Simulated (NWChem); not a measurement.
A series in which one site is exchanged, each optimised at PBE0/def2-SVP with NWChem, gas phase unless a solvent is named. All stand in one matching conformer (torsions within 35°), which need not be the lowest. For some, no frequency run checked for a minimum. def2 effective core potentials on Te; no spin-orbit coupling.

A: [OH][Mg][GeH3] (MgGeH$_{4}$O; site = Mg)
B: O[Te][GeH3] (GeH4TeO; site = Te)
C: [Be]([GeH3])[OH] (BeGeH4O; site = Be)
D: [OH][Zn][GeH3] (ZnGeH4O; site = Zn)

Values for A:

- dipole (D), PBE0/def2-SVP = 1.27
- vertical ionisation energy, ΔSCF, PBE/def2-SVP (eV) = 9.08
- lowest singlet excitation, PBE/def2-SVPD, TDA (eV) = 4.81

Task: How do these values change for the other members?

Result: 
```
change from A                                            B      C      D
---------------------------------------------------  -----  -----  -----
dipole (D), PBE0/def2-SVP                            +0.47  +1.25  +0.19
vertical ionisation energy, ΔSCF, PBE/def2-SVP (eV)  -0.83  +0.94  +0.40
lowest singlet excitation, PBE/def2-SVPD, TDA (eV)   -2.04  +1.24  +0.30
```
